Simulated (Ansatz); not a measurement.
Species: CH₃F₃Ge, charge 0, multiplicity 1. 
Coordinates optimised at B3LYP-D3(BJ)/def2-TZVP (Ansatz, a quantum-chemistry and plane-wave program):
```xyz
8

F     -1.3636     0.8551    -0.9181
C     -0.8567    -0.0223    -0.0215
F     -1.4013     0.2844     1.1785
F     -1.3229    -1.2457    -0.3629
Ge     1.1596     0.0301     0.0291
H      1.6091    -0.9972     1.0717
H      1.5616     1.4538     0.4239
H      1.6531    -0.3313    -1.3746
```

Total electronic energies in hartree. Valence correlation only, unless marked. Spin-orbit coupling is left out. Frozen are the shells of the preceding noble gas and the d and f shells that filled before the atom's block. No relativistic terms. CBS marks a two-point X^-3 extrapolation of the correlation energy; Hartree-Fock from the larger set. The bracket is a focal-point correction in the basis named.

```json
[
 {"level": "RI-HF/cc-pVQZ", "program": "Ansatz", "energy (Eh)": "-2413.48586"},
 {"level": "PBE0/6-31G*", "program": "Ansatz", "energy (Eh)": "-2415.55178"},
 {"level": "PBE0/def2-QZVPP", "program": "Ansatz", "energy (Eh)": "-2416.05324"},
 {"level": "r2SCANh/def2-TZVPD", "program": "Ansatz", "energy (Eh)": "-2416.40665"},
 {"level": "HSE06-D4/def2-TZVPD", "program": "Ansatz + dftd4", "energy (Eh)": "-2415.98329"},
 {"level": "B2GP-PLYP/def2-TZVPD", "program": "Ansatz", "energy (Eh)": "-2415.77502"},
 {"level": "B2PLYP/def2-TZVPD", "program": "Ansatz", "energy (Eh)": "-2415.97762"},
 {"level": "PBE-QIDH/def2-TZVPD", "program": "Ansatz", "energy (Eh)": "-2415.57045"},
 {"level": "MP2/aug-cc-pVTZ", "program": "Ansatz", "energy (Eh)": "-2414.51785"},
 {"level": "MP2/cc-pVQZ", "program": "Ansatz", "energy (Eh)": "-2414.60756"},
 {"level": "SCS-MP2/STO-3G", "program": "Ansatz", "energy (Eh)": "-2385.17809"},
 {"level": "SCS-MP2/aug-cc-pVQZ", "program": "Ansatz", "energy (Eh)": "-2414.61184"},
 {"level": "CCSD(T)/cc-pVQZ", "program": "Ansatz", "energy (Eh)": "-2414.66171"},
 {"level": "RI-MP2/CBS(aug-cc-pVTZ,aug-cc-pVQZ)+[CCSD(T)-MP2]/aug-cc-pVQZ", "program": "Ansatz", "energy (Eh)": "-2414.7303"},
 {"level": "CCSD(T)/CBS(aug-cc-pVTZ,aug-cc-pVQZ)", "program": "Ansatz", "energy (Eh)": "-2414.7270"}
]
```

Totals of different functionals don't rank their quality; only differences between species are comparable.
